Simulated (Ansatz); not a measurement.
`F[Si]1([SeH])CO1`, charge 0, multiplicity 1.

Give a relaxed structure at PBE0-D4/def2-TZVP (Ansatz 0.2.0). (Estimate.)

Ansatz gave: 
Z-matrix (Å, degrees):
```
Si
Se 1 2.237
C 1 1.789 2 127.7
F 1 1.585 2 108.9 3 160.8
O 1 1.629 2 116.0 3 -61.2
H 2 1.469 1 91.5 3 -135.5
H 3 1.087 1 123.3 2 1.1
H 3 1.088 1 121.7 2 166.6
```
